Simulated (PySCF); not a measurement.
BeH₂O, SMILES [OH][BeH]. Atoms are numbered in the order given.

```xyz
4

Be    -0.0301     0.8599     0.0000
H     -0.0650     2.1851     0.0000
O      0.0766    -0.5354     0.0000
H     -0.4278    -1.3414     0.0000
```

Geometry optimised at B3LYP-D3(BJ)/def2-TZVPD.

Computed with PySCF with r2SCAN/def2-TZVPD.

Symmetry labels are those of the subgroup Cs that the program uses (full group Cs).

Task: List the valence orbital energies around the gap with their symmetry. (Estimate from the structure and the level; the computed values follow.)

Result: 
```
orbital  symmetry  energy (eV)
-------  --------  -----------
HOMO−6         A'      -515.59
HOMO−5         A'      -106.57
HOMO−4         A'       -25.78
HOMO−3         A'       -13.39
HOMO−2         A'        -8.48
HOMO−1         A"        -8.23
HOMO           A'        -8.06
LUMO           A'        -0.05
LUMO+1         A'         0.12
LUMO+2         A"         0.27
LUMO+3         A'         1.82
```
